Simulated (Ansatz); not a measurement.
A nudged elastic band was laid between two geometries of C₄H₈Sn (13 atoms, charge 0, multiplicity 1).

Method: Ansatz 0.2.0, RKS r2SCAN/def2-SVP.

```
movable images  : 7
climbing image  : yes
spring          : 5.0 eV/Å²
optimiser       : quadratic models (default)
start path      : IDPP
force threshold : 0.03 eV/Å
iteration limit : 32
end points      : relaxed
```

First end point:

```xyz
13
Properties=species:S:1:pos:R:3
C -1.742 1.114 0.572
C -0.302 0.820 0.582
C 0.850 0.692 1.174
C 0.838 0.368 -0.303
Sn 0.981 -1.673 -1.041
H -2.109 1.406 1.567
H -1.968 1.922 -0.143
H -2.308 0.229 0.231
H 1.465 0.733 2.071
H 1.274 1.108 -1.002
H 0.307 -1.843 -2.616
H 0.120 -2.700 0.039
H 2.614 -2.210 -1.115
```

Last end point:

```xyz
13
Properties=species:S:1:pos:R:3
C -1.247 0.777 1.565
C -0.093 0.816 0.656
C 1.157 1.048 0.380
C 0.333 0.489 -0.757
Sn 0.549 -1.562 -1.450
H -0.995 1.152 2.568
H -2.080 1.375 1.159
H -1.622 -0.258 1.657
H 2.150 1.374 0.685
H 0.022 1.179 -1.564
H 1.812 -1.713 -2.609
H -0.894 -2.155 -2.176
H 0.930 -2.556 -0.097
```

Problem. What changes between the two ends?

Solution. No bond is made or broken. The dihedral C3–C4–Sn5–H11 goes from 156 to -86°. The two ends are copies of one structure, up to a mirror image or an exchange of like atoms.

Problem. What energy profile does the band end with?

Solution. The forces met the threshold. The highest image is number 4 of 0 to 8, 0.010 eV above the ends, which have the same energy within 2 meV. A vibrational analysis at the climbing image gives one clearly imaginary mode, 42i cm⁻¹: a first-order saddle point.

```
image  path coordinate (Å)  energy (eV)  dihedral C3–C4–Sn5–H11 (°)
    0                 0.00        0.000                         156
    1                 0.63        0.001                         171
    2                 1.26        0.005                        -174
    3                 1.88        0.008                        -159
    4                 2.51        0.010                        -144
    5                 3.14        0.009                        -129
    6                 3.76        0.006                        -115
    7                 4.39        0.002                        -100
    8                 5.01        0.000                         -86
```

Problem. What is the geometry of the highest image?

Solution. 
```xyz
13
Properties=species:S:1:pos:R:3
C -1.475 0.920 1.281
C -0.156 0.821 0.640
C 1.142 0.915 0.639
C 0.523 0.442 -0.656
Sn 0.696 -1.623 -1.329
H -1.400 1.266 2.323
H -2.125 1.613 0.721
H -1.980 -0.061 1.268
H 2.079 1.134 1.147
H 0.465 1.155 -1.501
H 0.849 -1.705 -3.039
H -0.676 -2.557 -0.867
H 2.078 -2.355 -0.612
```

Time of the run: 3.2 min on 2 threads of Arm Neoverse V2, with other jobs on the host, peak memory 0.19 GiB.
